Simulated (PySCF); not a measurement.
# Ag⁺: excitation energy

Ag⁺ [Kr] 4d10 (1S) → Ag⁺ [Kr] 4d9 5s1, s spin flipped, as a difference of total energies. Calculation: PySCF 2.14, in x2c-TZVPPall with one added diffuse shell each of s, p, d, f type (9s7p7d3f1g, 95 functions); the spin-free X2C one-electron Hamiltonian (Gaussian nucleus). Correlated levels: valence and next inner shell: [Ar] 3d10 frozen. The calculations carry no spin-orbit coupling.

```tsv
method	excitation energy (eV)
UHF	4.641
MP2 (valence and next inner shell)	5.506
SCS-MP2 (valence and next inner shell)	5.397
```

Problem. How much does correlation contribute at MP2 (valence and next inner shell)?

Solution. 5.506 − (4.641) = 0.865 eV, measured against UHF.

The upper determinant mixes two multiplicities, so it lies between the two terms.
